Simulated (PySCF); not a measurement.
Geometry (Å), atoms numbered from 1 in this order:
```xyz
26

C     4.009   -0.043    0.413
C     2.807    0.856    0.169
C     1.480    0.097    0.134
Si   -0.029    1.186   -0.181
C    -1.663    0.200   -0.227
C    -1.883   -0.492    1.120
C    -1.600   -0.843   -1.346
C    -2.808    1.180   -0.498
H     4.950    0.530    0.429
H     3.922   -0.571    1.376
H     4.098   -0.809   -0.374
H     2.944    1.402   -0.781
H     2.765    1.634    0.952
H     1.515   -0.683   -0.647
H     1.329   -0.441    1.088
H    -0.122    2.228    0.895
H     0.141    1.900   -1.491
H    -1.086   -1.219    1.346
H    -1.923    0.231    1.951
H    -2.839   -1.045    1.118
H    -1.430   -0.379   -2.331
H    -0.799   -1.581   -1.178
H    -2.552   -1.402   -1.406
H    -2.881    1.951    0.286
H    -2.686    1.696   -1.464
H    -3.775    0.646   -0.528
```

Geometry: PBE0-D3(BJ)/def2-SVP; GIAO shifts from PySCF 2.14, gas phase, non-relativistic, averaged over equivalent atoms.

At B3LYP/pcSseg-1 (233 basis functions, 47 s wall time on 1 thread of an Arm Neoverse V2, shared host):
```tsv
atoms	δ (ppm)
C6/C7/C8	29.3
C2	22.8
C1	21.3
C5	18.7
C3	13.9
Si4	-11.4
H16/H17	3.73
H12/H13	1.26
H9/H10/H11	1.09
H18/H19/H20/H21/H22/H23/H24/H25/H26	0.99
H14/H15	0.52
```

Scale: ¹³C (σref 179.24) and ²⁹Si (σref 337.86) and ¹H (σref 31.38) vs TMS (reference shieldings calculated alike).

Task: Estimate the result of repeating the calculation with PBE0/pcSseg-1.

Result: 
```tsv
atoms	δ at PBE0/pcSseg-1	change
C6/C7/C8	28.7	-0.6
C2	21.3	-1.5
C1	20.5	-0.8
C5	16.9	-1.8
C3	12.3	-1.6
Si4	-12.1	-0.7
H16/H17	3.82	+0.09
H12/H13	1.23	-0.03
H9/H10/H11	1.07	-0.02
H18/H19/H20/H21/H22/H23/H24/H25/H26	0.99	+0.00
H14/H15	0.51	-0.01
```

Chemical shifts δ = σref − σ; ¹³C (σ = 184.41 ppm) and ²⁹Si (σ = 351.99 ppm) and ¹H (σ = 31.27 ppm) against TMS, all at this level.

The largest change is at C5 (fully substituted sp3 carbon bonded to Si). Cost: 233 basis functions, 49 s wall time on 1 thread of an Arm Neoverse V2, shared host. The order of the carbon signals is the same at both levels.
